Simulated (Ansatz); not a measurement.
A nudged elastic band was laid between two geometries of GaH₇NPSi (11 atoms, charge 0, multiplicity 1).

Computed with RKS revPBE/def2-SVP (Ansatz 0.2.0).

| Item | Value |
| --- | --- |
| movable images | 7 |
| climbing image | yes |
| spring | 5.0 eV/Å² |
| optimiser | quadratic models (default) |
| start path | IDPP |
| force threshold | 0.05 eV/Å |
| iteration limit | 60 |
| end points | relaxed |

Image 0:

```xyz
11
Properties=species:S:1:pos:R:3
Si -1.073 1.667 0.290
P 1.136 1.003 0.316
N 0.962 -0.730 0.571
Ga 0.484 -2.134 -0.554
H -1.931 0.762 -0.562
H -1.594 1.614 1.703
H -1.189 3.085 -0.213
H 1.247 1.016 -1.124
H 1.293 -0.982 1.509
H 0.066 -1.729 -2.017
H 0.599 -3.572 0.082
```

Image 8:

```xyz
11
Properties=species:S:1:pos:R:3
Si -1.074 1.667 0.285
P 1.136 1.004 0.311
N 0.962 -0.728 0.573
Ga 0.483 -2.135 -0.548
H -1.931 0.764 -0.569
H -1.593 1.610 1.698
H -1.189 3.087 -0.215
H 1.247 1.012 -1.128
H 1.294 -0.978 1.512
H 0.598 -3.571 0.092
H 0.066 -1.733 -2.012
```

(1) What changes between the two ends?

(2) What energy profile does the band end with?

(3) What is the geometry of the highest image?

(4) What are the harmonic wavenumbers there?

Results:

(1) No bond is made or broken. The dihedral P2–N3–Ga4–H10 goes from -4 to 174°. The two ends are copies of one structure, up to a mirror image or an exchange of like atoms.

(2) The forces met the threshold. The highest image is number 4 of 0 to 8, 46.2 kJ/mol above the ends, which have the same energy within 2 meV. A vibrational analysis at the climbing image gives one clearly imaginary mode, 280i cm⁻¹: a first-order saddle point.

| image | path coordinate (Å) | energy (kJ/mol) | dihedral P2–N3–Ga4–H10 (°) |
| --- | --- | --- | --- |
| 0 | 0.00 | 0.0 | -4 |
| 1 | 1.00 | 3.6 | -15 |
| 2 | 2.01 | 15.2 | -40 |
| 3 | 3.01 | 35.2 | -78 |
| 4 | 4.01 | 46.2 | -111 |
| 5 | 4.69 | 35.3 | -121 |
| 6 | 5.37 | 14.4 | -142 |
| 7 | 6.05 | 2.9 | -168 |
| 8 | 6.73 | 0.0 | 174 |

(3) 
```xyz
11
Properties=species:S:1:pos:R:3:forces:R:3
Si -0.685 1.784 -0.075 0.00 0.00 0.00
P 1.060 0.645 0.894 0.00 -0.03 0.01
N 0.368 -0.954 1.090 0.02 0.03 -0.01
Ga 0.032 -2.016 -0.454 0.00 -0.01 0.00
H -1.364 1.025 -1.192 0.00 0.00 0.00
H -1.718 2.090 0.975 0.00 0.00 0.00
H -0.141 3.073 -0.636 0.00 0.00 0.00
H 1.817 0.566 -0.354 0.00 0.01 0.01
H 0.820 -1.415 1.889 -0.01 0.00 0.00
H -1.476 -2.289 -0.843 0.00 0.00 0.00
H 1.287 -2.509 -1.295 0.00 0.00 0.00
```

(4) 280i, 54, 82, 148, 158, 328, 409, 464, 512, 528, 554, 618, 717, 732, 804, 858, 897, 907, 929, 1143, 1879, 1914, 2124, 2154, 2160, 2178, 3465 cm⁻¹.

Time of the run: 3.5 min on 2 threads of Arm Neoverse V1, with other jobs on the host, peak memory 0.17 GiB.
